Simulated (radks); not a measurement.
Species: Er2+. Configuration: [Xe] 4f10.5 6s1.5 (fractional occupations, a model configuration). Calculated with a radial shooting solver on a logarithmic mesh with Libxc functionals: scalar-relativistic Kohn-Sham, r2SCAN, spin-unpolarised, spherical densities, finite nucleus; meta-GGA in the generalised Kohn-Sham scheme; Fermi nuclear charge, rms radius 5.2516 fm.

Radial electron density D(r) = 4 pi r^2 rho(r):

```
   r/bohr * D(r) (the largest magnitude, 122, reaches the edge; | marks zero)
 0.002474 |        *
  0.00288 |           *
 0.003326 |             *
 0.003872 |                *
 0.004507 |                   *
 0.005247 |                       *
 0.006108 |                           *
 0.007111 |                               *
 0.008213 |                                  *
 0.009561 |                                     *
  0.01113 |                                       *
  0.01296 |                                        *
  0.01508 |                                        *
  0.01756 |                                       *
  0.02044 |                                      *
  0.02361 |                                    *
  0.02749 |                                    *
    0.032 |                                     *
  0.03725 |                                         *
  0.04337 |                                              *
  0.05048 |                                                   *
   0.0583 |                                                      *
  0.06788 |                                                      *
  0.07902 |                                                  *
  0.09199 |                                             *
   0.1071 |                                         *
   0.1247 |                                          *
    0.144 |                                             *
   0.1676 |                                                *
   0.1951 |                                               *
   0.2272 |                                       *
   0.2645 |                             *
   0.3079 |                       *
   0.3556 |                      *
   0.4139 |                         *
   0.4819 |                          *
    0.561 |                       *
   0.6531 |                  *
   0.7603 |            *
   0.8851 |        *
    1.022 |      *
     1.19 |     *
    1.385 |   *
    1.613 |  *
    1.877 | *
    2.186 |*
    2.524 |*
    2.939 *
    3.421 *
    3.983 *
    4.636 *
    5.397 *
    6.233 *
    7.257 *
    8.448 *
```

D(r) has 4 maxima, at r = 0.0139, 0.0627, 0.174, 0.474 bohr, and minima at 0.0268, 0.114, 0.336 bohr, inside which lie 1.93, 11.11, 29.50 electrons.
